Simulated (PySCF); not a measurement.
Geometry:
```json
{"atom": "O1", "x (Å)": "1.584", "y (Å)": "0.354", "z (Å)": "2.075"}
{"atom": "P2", "x (Å)": "1.591", "y (Å)": "0.217", "z (Å)": "0.611"}
{"atom": "P3", "x (Å)": "3.496", "y (Å)": "0.862", "z (Å)": "-0.256"}
{"atom": "C4", "x (Å)": "1.351", "y (Å)": "-1.512", "z (Å)": "0.034"}
{"atom": "C5", "x (Å)": "-0.045", "y (Å)": "-1.943", "z (Å)": "0.461"}
{"atom": "C6", "x (Å)": "-1.132", "y (Å)": "-1.088", "z (Å)": "-0.189"}
{"atom": "C7", "x (Å)": "-1.100", "y (Å)": "0.371", "z (Å)": "0.269"}
{"atom": "Si8", "x (Å)": "-2.640", "y (Å)": "1.330", "z (Å)": "-0.325"}
{"atom": "C9", "x (Å)": "0.171", "y (Å)": "1.067", "z (Å)": "-0.207"}
{"atom": "H10", "x (Å)": "3.312", "y (Å)": "2.131", "z (Å)": "0.284"}
{"atom": "H11", "x (Å)": "2.933", "y (Å)": "1.222", "z (Å)": "-1.476"}
{"atom": "H12", "x (Å)": "1.476", "y (Å)": "-1.573", "z (Å)": "-1.049"}
{"atom": "H13", "x (Å)": "2.115", "y (Å)": "-2.130", "z (Å)": "0.512"}
{"atom": "H14", "x (Å)": "-0.202", "y (Å)": "-2.994", "z (Å)": "0.202"}
{"atom": "H15", "x (Å)": "-0.117", "y (Å)": "-1.849", "z (Å)": "1.548"}
{"atom": "H16", "x (Å)": "-2.105", "y (Å)": "-1.519", "z (Å)": "0.062"}
{"atom": "H17", "x (Å)": "-1.025", "y (Å)": "-1.132", "z (Å)": "-1.277"}
{"atom": "H18", "x (Å)": "-1.078", "y (Å)": "0.376", "z (Å)": "1.365"}
{"atom": "H19", "x (Å)": "-2.543", "y (Å)": "2.714", "z (Å)": "0.137"}
{"atom": "H20", "x (Å)": "-3.837", "y (Å)": "0.682", "z (Å)": "0.205"}
{"atom": "H21", "x (Å)": "-2.663", "y (Å)": "1.305", "z (Å)": "-1.790"}
{"atom": "H22", "x (Å)": "0.267", "y (Å)": "1.021", "z (Å)": "-1.293"}
{"atom": "H23", "x (Å)": "0.185", "y (Å)": "2.114", "z (Å)": "0.107"}
```

PySCF 2.14.0 with density-fitted response routines calculation with GIAO PBE0/pcSseg-1 shieldings and structure optimised with GFN2-xTB; no relativistic terms, one computed conformer, in vacuum, equivalent nuclei averaged.

Shifts are taken against calculated references (same method and geometry level): TMS for 13C (σref 186.93).

Question: Do the 13C shifts follow the atomic charges (in e)? Tabulate both.

Answer: 
```
atoms  hybridisation  δ (ppm)  σ para (ppm)  Hirshfeld    IAO  Mulliken  ESP-fitted
   C9            sp3     46.1          -119      -0.12  -0.51     -0.38       -0.79
   C4            sp3     38.2          -109      -0.12  -0.51     -0.41       -0.37
   C6            sp3     34.1           -97      -0.07  -0.25     -0.18       -0.34
   C5            sp3     26.1           -87      -0.06  -0.25     -0.21       +0.06
   C7            sp3     19.1           -86      -0.11  -0.37     -0.58       +0.24
```

Correlation coefficients of δ with charge over these carbons: Hirshfeld -0.41, IAO -0.60, Mulliken +0.25, ESP-fitted -0.99; with the paramagnetic shielding -0.96. With so few points these coefficients are fragile. Charge is one influence among several: hybridisation and low-lying excitations act through the paramagnetic term.

Shifts are as computed. Against solution values, carbons near 30 ppm lie about +3 ppm off and those near 130 ppm about +5 ppm. Of 1211 compounds with measured shifts, 218 miss one by over three times the rms of a fit or turn the order of signals round; such compounds aren't used in these exercises.
